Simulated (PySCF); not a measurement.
Stepwise substitution at one centre (Ga Br-SiH3). Isolated molecules, 0 K electronic values unless said otherwise. Strings in code marks are SMILES.

Quantity: redistribution energy (mixed species minus the weighted end members), in kcal/mol.

Level 1: B3LYP-D3(BJ)/def2-TZVP (PySCF)
Level 2: PBE-D3(BJ)/def2-TZVP // B3LYP-D3(BJ)/def2-TZVP (PySCF)
Level 3: B3LYP/3-21G // B3LYP-D3(BJ)/def2-TZVP (PySCF)
Level 4: HF/STO-3G // B3LYP-D3(BJ)/def2-TZVP (PySCF)

| species | level 1 | level 2 | level 3 | level 4 |
|---|---|---|---|---|
| 2 of 3 Br replaced by SiH3: `[SiH3][Ga]([SiH3])[Br]` | -4.88 | -4.37 | -5.15 | -2.15 |
| 1 of 3 Br replaced by SiH3: `[SiH3][Ga]([Br])[Br]` | -6.03 | -5.54 | -6.37 | -2.61 |
